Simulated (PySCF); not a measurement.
A structure optimised at B3LYP-D3(BJ)/def2-SVP, used in a PySCF frequency run:

```
C
H 1 1.1011
C 1 1.4967 2 109.75
C 3 1.3358 1 125.17 2 0.00
H 4 1.0934 3 121.70 1 180.00
H 4 1.0952 5 116.97 3 -180.00
H 3 1.0985 4 119.29 5 0.00
C 1 1.5500 2 108.79 3 128.72
H 8 1.0992 1 116.03 2 -25.18
H 8 1.1016 9 109.18 1 129.01
C 1 1.5500 2 108.79 3 -128.72
H 11 1.0992 1 116.03 2 25.18
H 11 1.1016 12 109.18 1 -129.01
S 11 1.8540 12 114.89 13 -125.65
```

**Question.** Write its SMILES, formula and point group.

**Answer.** C=CC1CSC1, C5H8S, Cs

**Question.** What are its rotational constants (standard atomic weights)?

**Answer.** 8.8631, 1.5782, 1.4375 GHz
